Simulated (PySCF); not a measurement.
**How methods differ on the ionisation energy of Ga**

Ga [Ar] 3d10 4s2 4p1 (2P) → Ga⁺ [Ar] 3d10 4s2 (1S), as a difference of total energies. Calculation: PySCF 2.14, in ANO-RCC-VTZP; the spin-free X2C one-electron Hamiltonian (Gaussian nucleus). Correlated levels: valence: [Ar] 3d10 frozen; valence and next inner shell: [Ne] frozen. The calculations carry no spin-orbit coupling.

```csv
method,ionisation energy (eV),plus first-order spin-orbit estimate,error of that sum (eV)
UHF,5.521,5.582,-0.417
LDA,6.068,6.129,+0.130
PBE,5.983,6.045,+0.046
PBE0,5.995,6.057,+0.058
r2SCAN,6.122,6.184,+0.185
r2SCAN0,6.108,6.169,+0.170
B97-3,5.792,5.853,-0.146
PBEsol,5.976,6.038,+0.039
wB97X-V,5.872,5.933,-0.066
MP2 (valence),5.676,5.737,-0.262
SCS-MP2 (valence),5.654,5.716,-0.283
MP2 (valence and next inner shell),5.729,5.791,-0.208
SCS-MP2 (valence and next inner shell),5.680,5.741,-0.258
```

Reference: 5.999 eV (measured; NIST Atomic Spectra Database, ionization energies).

A first-order spin-orbit estimate (lowest level to lowest level, LS coupling) adds 0.061 eV.

Errors of the correlated levels include the incompleteness of this basis and the frozen core.
